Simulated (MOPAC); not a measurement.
MOPAC input (AM1):

```
AM1 1SCF CHARGE=-1 GEO-OK AUX(PRECISION=9) THREADS=1
C3H7S

C    -2.37130481 1    0.24005937 1   -0.13574572 1
C    -0.94002001 1    0.37207793 1    0.39622560 1
C     0.11087895 1   -0.31149729 1   -0.48165021 1
S     1.81930045 1   -0.15814887 1    0.14644682 1
H    -2.66405344 1   -0.81183204 1   -0.21758690 1
H    -3.10164373 1    0.73813505 1    0.51175033 1
H    -2.46062372 1    0.67894364 1   -1.13488435 1
H    -0.66952809 1    1.42803663 1    0.49390176 1
H    -0.87125586 1   -0.05026678 1    1.40352482 1
H     0.03182523 1    0.11439454 1   -1.49336930 1
H    -0.17085234 1   -1.37086923 1   -0.57946342 1
```

Output:

```
 *******************************************************************************
 **                                                                           **
 **                              MOPAC v23.2.5                                **
 **                                                                           **
 *******************************************************************************
 ** MOPAC's Digital Object Identifier: https://doi.org/10.5281/zenodo.6511958 **
 **                                                                           **
 ** Please cite the open-source release paper for use of this MOPAC version:  **
 ** J. E. Moussa and J. J. P. Stewart (2026)                                  **
 ** MOPAC: An open-source semiempirical molecular orbital program             **
 ** J. Open Source Softw., 11(119), 8025, https://doi.org/10.21105/joss.08025 **
 *******************************************************************************

                              AM1 CALCULATION RESULTS

 *******************************************************************************
 *  AM1        - The AM1 Hamiltonian to be used
 *  GEO-OK     - OVERRIDE INTERATOMIC DISTANCE AND OTHER SAFETY CHECKS
 *
 *
 *
 *                 CHARGE ON SYSTEM = -1
 *
 *
 *
 *  1SCF       - DO 1 SCF AND THEN STOP
 *  AUX        - OUTPUT AUXILIARY INFORMATION
 *******************************************************************************
AM1 1SCF CHARGE=-1 GEO-OK AUX(PRECISION=9) THREADS=1
 C3H7S

   ATOM   CHEMICAL          X               Y               Z
  NUMBER   SYMBOL      (ANGSTROMS)     (ANGSTROMS)     (ANGSTROMS)

     1       C         -2.37130481  *   0.24005937  *  -0.13574572  *
     2       C         -0.94002001  *   0.37207793  *   0.39622560  *
     3       C          0.11087895  *  -0.31149729  *  -0.48165021  *
     4       S          1.81930045  *  -0.15814887  *   0.14644682  *
     5       H         -2.66405344  *  -0.81183204  *  -0.21758690  *
     6       H         -3.10164373  *   0.73813505  *   0.51175033  *
     7       H         -2.46062372  *   0.67894364  *  -1.13488435  *
     8       H         -0.66952809  *   1.42803663  *   0.49390176  *
     9       H         -0.87125586  *  -0.05026678  *   1.40352482  *
    10       H          0.03182523  *   0.11439454  *  -1.49336930  *
    11       H         -0.17085234  *  -1.37086923  *  -0.57946342  *

          CARTESIAN COORDINATES

    NO.       ATOM           X           Y           Z

     1         C         -2.3713      0.2401     -0.1357
     2         C         -0.9400      0.3721      0.3962
     3         C          0.1109     -0.3115     -0.4817
     4         S          1.8193     -0.1581      0.1464
     5         H         -2.6641     -0.8118     -0.2176
     6         H         -3.1016      0.7381      0.5118
     7         H         -2.4606      0.6789     -1.1349
     8         H         -0.6695      1.4280      0.4939
     9         H         -0.8713     -0.0503      1.4035
    10         H          0.0318      0.1144     -1.4934
    11         H         -0.1709     -1.3709     -0.5795

  H: (AM1): M.J.S. DEWAR ET AL, J. AM. CHEM. SOC. 107 3902-3909 (1985)
  C: (AM1): M.J.S. DEWAR ET AL, J. AM. CHEM. SOC. 107 3902-3909 (1985)
  S: (AM1): M.J.S. DEWAR, Y-C YUAN, INORGANIC CHEMISTRY, 29, 3881:3890,  (1990)

           Empirical Formula: C3 H7 S  =    11 atoms

      MOLECULAR POINT GROUP   :   Cs

      RHF CALCULATION, NO. OF DOUBLY OCCUPIED LEVELS = 13

 -------------------------------------------------------------------------------
 AM1 1SCF CHARGE=-1 GEO-OK AUX(PRECISION=9) THREADS=1
 C3H7S

     1SCF WAS SPECIFIED, SO BFGS WAS NOT USED
     SCF FIELD WAS ACHIEVED

                              AM1 CALCULATION
                                                       MOPAC v23.2.5 Linux

          FINAL HEAT OF FORMATION =        -26.74405 KCAL/MOL =    -111.89710 KJ/MOL

          COSMO AREA              =        121.00 SQUARE ANGSTROMS
          COSMO VOLUME            =        107.79 CUBIC ANGSTROMS

          IONIZATION POTENTIAL    =          2.266773 EV
          HOMO LUMO ENERGIES (EV) =         -2.267  7.381
          NO. OF FILLED LEVELS    =         13
          MOLECULAR WEIGHT        =         75.1483         POINT GROUP:  Cs

          MOLECULAR DIMENSIONS (Angstroms)

            Atom       Atom       Distance
            H     6    S     4     5.01522
            H     8    H    11     2.84512
            H     9    H    10     2.76055

          SCF CALCULATIONS        =          1

   ATOM   CHEMICAL          X               Y               Z
  NUMBER   SYMBOL      (ANGSTROMS)     (ANGSTROMS)     (ANGSTROMS)

     1       C         -2.37130481  *   0.24005937  *  -0.13574572  *
     2       C         -0.94002001  *   0.37207793  *   0.39622560  *
     3       C          0.11087895  *  -0.31149729  *  -0.48165021  *
     4       S          1.81930045  *  -0.15814887  *   0.14644682  *
     5       H         -2.66405344  *  -0.81183204  *  -0.21758690  *
     6       H         -3.10164373  *   0.73813505  *   0.51175033  *
     7       H         -2.46062372  *   0.67894364  *  -1.13488435  *
     8       H         -0.66952809  *   1.42803663  *   0.49390176  *
     9       H         -0.87125586  *  -0.05026678  *   1.40352482  *
    10       H          0.03182523  *   0.11439454  *  -1.49336930  *
    11       H         -0.17085234  *  -1.37086923  *  -0.57946342  *

                             CARTESIAN COORDINATES

   1    C       -2.371304810     0.240059370    -0.135745720
   2    C       -0.940020010     0.372077930     0.396225600
   3    C        0.110878950    -0.311497290    -0.481650210
   4    S        1.819300450    -0.158148870     0.146446820
   5    H       -2.664053440    -0.811832040    -0.217586900
   6    H       -3.101643730     0.738135050     0.511750330
   7    H       -2.460623720     0.678943640    -1.134884350
   8    H       -0.669528090     1.428036630     0.493901760
   9    H       -0.871255860    -0.050266780     1.403524820
  10    H        0.031825230     0.114394540    -1.493369300
  11    H       -0.170852340    -1.370869230    -0.579463420

           Empirical Formula: C3 H7 S  =    11 atoms

      MOLECULAR POINT GROUP   :   Cs

                  EIGENVALUES
 -31.00629 -23.79734 -18.15398 -11.81339 -11.37407 -10.13150  -9.24952  -9.05671
  -7.94505  -7.32496  -5.68022  -2.33445  -2.26677   7.38098   7.64403   7.71510
   8.20619   8.51776   8.70148   9.00858   9.42127   9.57121   9.80111

              NET ATOMIC CHARGES AND DIPOLE CONTRIBUTIONS

  ATOM NO.   TYPE          CHARGE      No. of ELECS.   s-Pop       p-Pop
    1          C          -0.204509        4.2045     1.22052     2.98399
    2          C          -0.164928        4.1649     1.22054     2.94439
    3          C          -0.057791        4.0578     1.21197     2.84582
    4          S          -0.923768        6.9238     1.93946     4.98431
    5          H           0.050637        0.9494     0.94936
    6          H           0.038741        0.9613     0.96126
    7          H           0.050637        0.9494     0.94936
    8          H           0.075877        0.9241     0.92412
    9          H           0.075877        0.9241     0.92412
   10          H           0.029614        0.9704     0.97039
   11          H           0.029614        0.9704     0.97039
 DIPOLE           X         Y         Z       TOTAL
 POINT-CHG.    -6.801     0.640    -0.469     6.847
 HYBRID        -1.210    -0.036    -0.328     1.254
 SUM           -8.011     0.603    -0.796     8.073

          ATOMIC ORBITAL ELECTRON POPULATIONS

     Atom    s        px        py        pz
    1  C   1.22052   0.99474   0.99479   0.99446
    2  C   1.22054   0.90730   1.02584   1.01125
    3  C   1.21197   0.93603   0.95989   0.94990
    4  S   1.93946   1.13357   1.97471   1.87603
    5  H   0.94936
    6  H   0.96126
    7  H   0.94936
    8  H   0.92412
    9  H   0.92412
   10  H   0.97039
   11  H   0.97039

 **********************
 *                    *
 * JOB ENDED NORMALLY *
 *                    *
 **********************

 == MOPAC DONE ==
```

The dipole moment of an ion depends on the origin.

The geometry given is a B3LYP-D3(BJ)/def2-TZVP minimum.
